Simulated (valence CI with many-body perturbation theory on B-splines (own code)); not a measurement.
# E1 line list for Gd LI

Computed by configuration interaction combined with many-body perturbation theory (CI+MBPT): four valence electrons over a frozen Dirac-Fock core [Ne], radial functions for each j: 11 s, 11 p, 10 d, 8 f, 5 g, 2 h, with the one-electron correlation potential Σ1 (screened to all orders), the two-electron term Σ2, the three-electron term Σ3, Breit, model QED; selected single and double excitations, second order for the rest, scaled by the run's own slope (own B-spline code, finite nucleus).

The last digits are not significant, and no measured levels were compared; by estimate large intervals hold to a few tenths of a per cent, small ones and those within an open d or f shell to about a per cent. Among the levels kept, up to 600 cm⁻¹ of a level comes from second order outside the variational space, and about a tenth of that is noise between levels of different J, which matters for small intervals.

Lines 101 to 150 of 557 in falling wavelength, among levels below 1081.2 eV, chosen from the strongest by gf and those to the six lowest levels. Wavelengths and rates use the calculated energies. Electric multipoles are in the length gauge, E1 and E2 with the static RPA response of the core. Weak lines are less certain than strong ones. Lines between different terms over intervals too small for the method are left out, as are lines whose strength nearly cancels. The highest levels of a list are the least certain.

Levels are named by their leading jj configuration (3d3/2^4 stands for four electrons in 3d with j = 3/2), which in mixed levels can hold well under half, so a name can repeat and another be missing. Letters in brackets count levels of one name in rising energy.

| λ vac (Å) | Upper | Lower | A (s⁻¹) | S (a.u.) |
| --- | --- | --- | --- | --- |
| 55.56 | (3s 3p1/2 3d3/2 3d5/2) J=3 [d] | (3s 3p1/2 3p3/2 3d3/2) J=2 [e] | 9.22e+10 | 5.46e-02 |
| 55.56 | (3s 3p1/2 3d5/2^2) J=1 [a] | (3s 3p1/2 3p3/2 3d5/2) J=0 | 5.98e+10 | 1.52e-02 |
| 55.53 | (3s 3p1/2 3d5/2^2) J=4 [a] | (3s 3p1/2 3p3/2 3d5/2) J=3 [b] | 6.81e+10 | 5.18e-02 |
| 55.17 | (3s 3p3/2^2 3d5/2) J=1 [a] | (3s 3p3/2^3) J=2 | 6.10e+10 | 1.52e-02 |
| 54.90 | (3s 3p1/2^2 3d5/2) J=2 | (3s 3p1/2^2 3p3/2) J=1 | 7.73e+10 | 3.15e-02 |
| 54.64 | (3s 3p1/2 3d3/2 3d5/2) J=1 [c] | (3s 3p1/2 3p3/2 3d3/2) J=1 [c] | 7.27e+10 | 1.76e-02 |
| 54.54 | (3s 3p1/2 3d5/2^2) J=1 [a] | (3s 3p1/2 3p3/2 3d5/2) J=1 [c] | 9.73e+10 | 2.34e-02 |
| 54.53 | (3s^2 3p3/2 3d5/2) J=2 | (3s^2 3p3/2^2) J=2 | 6.76e+10 | 2.70e-02 |
| 54.17 | (3s 3p1/2 3d3/2 3d5/2) J=2 [d] | (3s 3p1/2 3p3/2 3d3/2) J=1 [d] | 3.58e+10 | 1.41e-02 |
| 54.13 | (3s^2 3d5/2^2) J=2 | (3s^2 3p3/2 3d5/2) J=3 | 3.73e+10 | 1.46e-02 |
| 53.95 | (3s 3p1/2 3d5/2^2) J=5 | (3s 3p1/2 3p3/2 3d5/2) J=4 [b] | 8.82e+10 | 7.52e-02 |
| 53.94 | (3s 3p1/2 3d5/2^2) J=4 [b] | (3s 3p1/2 3p3/2 3d5/2) J=4 [c] | 5.37e+10 | 3.74e-02 |
| 53.79 | (3s^2 3d3/2 3d5/2) J=3 | (3s^2 3p3/2 3d3/2) J=2 | 9.74e+10 | 5.23e-02 |
| 53.78 | (3s^2 3p1/2 3d5/2) J=2 | (3s^2 3p1/2 3p3/2) J=2 | 1.89e+10 | 7.26e-03 |
| 53.57 | (3s 3p1/2 3p3/2 3d5/2) J=2 [a] | (3s 3p1/2 3p3/2^2) J=2 [a] | 7.69e+10 | 2.92e-02 |
| 53.53 | (3s^2 3p1/2 3d5/2) J=3 | (3s^2 3p1/2 3p3/2) J=2 | 9.41e+10 | 4.99e-02 |
| 53.50 | (3s 3p1/2 3d3/2 3d5/2) J=3 [b] | (3s 3p1/2 3p3/2 3d3/2) J=2 [c] | 6.76e+10 | 3.57e-02 |
| 53.39 | (3s 3p1/2 3d5/2^2) J=4 [a] | (3s 3p1/2 3p3/2 3d5/2) J=3 [a] | 1.04e+11 | 7.02e-02 |
| 53.08 | (3p1/2^2 3p3/2 3d5/2) J=2 | (3s 3p1/2 3p3/2 3d3/2) J=2 [a] | 4.02e+10 | 1.48e-02 |
| 53.05 | (3p1/2^2 3d3/2 3d5/2) J=2 | (3p1/2^2 3p3/2 3d3/2) J=1 | 4.34e+10 | 1.60e-02 |
| 53.01 | (3s 3p1/2 3d5/2^2) J=2 [b] | (3s 3p1/2 3p3/2 3d5/2) J=1 [b] | 4.10e+10 | 1.51e-02 |
| 52.78 | (3s 3p1/2 3p3/2 3d5/2) J=0 | (3s 3p1/2 3p3/2^2) J=1 [b] | 2.21e+11 | 1.60e-02 |
| 52.65 | (3s 3p1/2 3d3/2 3d5/2) J=4 [c] | (3s 3p1/2 3p3/2 3d3/2) J=3 [c] | 3.22e+10 | 2.09e-02 |
| 52.55 | (3s 3p3/2^2 3d5/2) J=1 [b] | (3s 3p3/2^3) J=1 | 2.14e+11 | 4.60e-02 |
| 52.54 | (3s 3p1/2 3p3/2 3d5/2) J=3 [b] | (3s 3p1/2 3p3/2^2) J=3 | 6.89e+10 | 3.45e-02 |
| 52.49 | (3s 3p1/2 3d3/2 3d5/2) J=2 [b] | (3s 3p1/2 3p3/2 3d3/2) J=2 [c] | 7.66e+10 | 2.73e-02 |
| 52.43 | (3s 3p1/2 3d3/2 3d5/2) J=3 [c] | (3s 3p1/2 3p3/2 3d3/2) J=2 [d] | 9.77e+10 | 4.86e-02 |
| 52.26 | (3p1/2^2 3d3/2 3d5/2) J=3 | (3p1/2^2 3p3/2 3d3/2) J=2 | 7.12e+10 | 3.51e-02 |
| 52.14 | (3s 3p1/2 3p3/2 3d5/2) J=4 [b] | (3s 3p1/2 3p3/2^2) J=3 | 9.90e+10 | 6.24e-02 |
| 52.11 | (3s 3p1/2 3d3/2 3d5/2) J=3 [a] | (3s 3p1/2 3p3/2 3d3/2) J=2 [b] | 1.27e+11 | 6.22e-02 |
| 52.02 | (3s 3p1/2^2 3d5/2) J=3 | (3s 3p1/2^2 3p3/2) J=2 | 9.83e+10 | 4.78e-02 |
| 51.99 | (3s^2 3p1/2 3d5/2) J=2 | (3s^2 3p1/2 3p3/2) J=1 | 1.30e+11 | 4.52e-02 |
| 51.98 | (3p1/2 3p3/2^2 3d5/2) J=1 [b] | (3p1/2 3p3/2^3) J=1 | 2.05e+11 | 4.26e-02 |
| 51.94 | (3s^2 3d3/2 3d5/2) J=2 | (3s^2 3p3/2 3d3/2) J=1 | 9.08e+10 | 3.14e-02 |
| 51.93 | (3s^2 3d5/2^2) J=0 | (3s^2 3p3/2 3d5/2) J=1 | 1.93e+11 | 1.33e-02 |
| 51.89 | (3s 3p1/2 3p3/2 3d5/2) J=2 [d] | (3s 3p1/2 3p3/2^2) J=1 [b] | 1.44e+11 | 4.98e-02 |
| 51.79 | (3p1/2^2 3d3/2 3d5/2) J=4 | (3p1/2^2 3p3/2 3d3/2) J=3 | 1.08e+11 | 6.68e-02 |
| 51.77 | (3s 3p1/2 3d5/2^2) J=1 [b] | (3s 3p1/2 3p3/2 3d5/2) J=2 [c] | 9.57e+10 | 1.97e-02 |
| 51.75 | (3s^2 3d3/2 3d5/2) J=2 | (3s^2 3p3/2 3d3/2) J=2 | 5.26e+10 | 1.80e-02 |
| 51.73 | (3s^2 3d3/2 3d5/2) J=4 | (3s^2 3p3/2 3d3/2) J=3 | 1.60e+11 | 9.85e-02 |
| 51.72 | (3s 3p1/2 3d3/2 3d5/2) J=4 [a] | (3s 3p1/2 3p3/2 3d3/2) J=3 [a] | 1.20e+11 | 7.38e-02 |
| 51.71 | (3s 3p1/2 3p3/2 3d5/2) J=2 [b] | (3s 3p1/2 3p3/2^2) J=3 | 5.78e+10 | 1.97e-02 |
| 51.69 | (3s^2 3d3/2 3d5/2) J=1 | (3s^2 3p3/2 3d3/2) J=0 | 6.66e+10 | 1.36e-02 |
| 51.64 | (3s 3p1/2 3d3/2 3d5/2) J=1 [b] | (3p1/2^2 3p3/2^2) J=0 | 7.88e+10 | 1.61e-02 |
| 51.61 | (3s 3p1/2 3d3/2 3d5/2) J=4 [c] | (3s 3p1/2 3p3/2 3d5/2) J=4 [a] | 3.03e+10 | 1.85e-02 |
| 51.60 | (3s 3p1/2 3d5/2^2) J=3 [a] | (3s 3p1/2 3p3/2 3d5/2) J=4 [b] | 4.06e+10 | 1.93e-02 |
| 51.60 | (3s 3p1/2 3d5/2^2) J=2 [a] | (3s 3p1/2 3p3/2 3d5/2) J=3 [a] | 4.10e+10 | 1.39e-02 |
| 51.59 | (3p1/2 3p3/2^2 3d5/2) J=2 [c] | (3p1/2 3p3/2^3) J=1 | 3.28e+11 | 1.11e-01 |
| 51.57 | (3p1/2 3p3/2^2 3d5/2) J=3 [c] | (3p1/2 3p3/2^3) J=2 | 2.45e+11 | 1.16e-01 |
| 51.57 | (3s^2 3p3/2 3d5/2) J=1 | (3s^2 3p3/2^2) J=0 | 1.82e+11 | 3.70e-02 |
